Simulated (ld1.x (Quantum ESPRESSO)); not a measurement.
# Before and after: TM semilocal potential for helium (He)

| Quantity | Value |
| --- | --- |
| Element | helium (He) |
| Generator | ld1.x (Quantum ESPRESSO) 7.5 |
| Type | norm-conserving Troullier–Martins (semilocal form) |
| Functional | PBE |
| Relativity | non-relativistic |
| Frozen core | none |
| Valence charge | 2 |
| Reference configuration | 1s2 |
| Partial waves | 2p channel at -0.2 Ry: rc 0.55 bohr; 1s (bound): rc 0.50 bohr |
| Local potential | the s channel |
| Core correction | none |

Change: all radii scaled by about 1.24 (s 0.62, p 0.68 bohr).

Cutoffs: the cutoffs (Ry, on a coarse ladder) from which the occupation-weighted sum of valence levels, in a spherical-Bessel basis at the reference potential, stays within 10 and 1 mRy of its value at 400 Ry; they do not see the model core or the augmentation charge, which bear on the density cutoff. Errors are all-electron minus pseudo energies relative to the spin-unpolarised reference configuration.

**Question.** What does the change do?

**Answer.** The potential gets softer (180 Ry and 230 Ry → 140 Ry and 180 Ry); neither file shows a bound ghost. A larger radius leaves more room for a smooth pseudo-wave, so fewer plane waves are needed. A semilocal file is local in each channel, so a ghost entry of none says nothing of the separable form that plane-wave codes build from it.

| quantity | base | changed |
| --- | --- | --- |
| cutoff, loose | 180 Ry | 140 Ry |
| cutoff, tight | 230 Ry | 180 Ry |
| bound ghosts | none | none |
| error for 1s1, meV [ΔE 26.96 eV] | +2.4 | +6.7 |
| error for 1s1.5, meV [ΔE 10.55 eV] | +0.3 | +0.8 |
